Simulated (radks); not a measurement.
Problem. All-electron atom: the promethium ion Pm18+ in [Kr] 4d7. Method: Dirac Kohn-Sham, PBE, spin-unpolarised, spherical densities, finite nucleus; open shells fill j = l - 1/2 first; Fermi nuclear charge, rms radius 4.962 fm; computed with a radial shooting solver on a logarithmic mesh with Libxc functionals.

Spin-orbit splittings of the eigenvalues, e(l+1/2) - e(l-1/2), with zeta = 2 splitting/(2l+1) and mean radii in bohr:

shell  occ.  splitting (eV)  zeta (eV)  <r> j=l-1/2  <r> j=l+1/2
2p        6               ?          ?      0.08244      0.08896
3p        6           113.4      75.58       0.2491       0.2615
3d       10           24.61      9.844       0.2329       0.2367
4p        6           28.08      18.72       0.5764       0.5990
4d        7           5.523      2.209       0.6139       0.6207

Estimate the 2p splitting.

Solution. 560.3 eV (zeta = 373.5 eV).
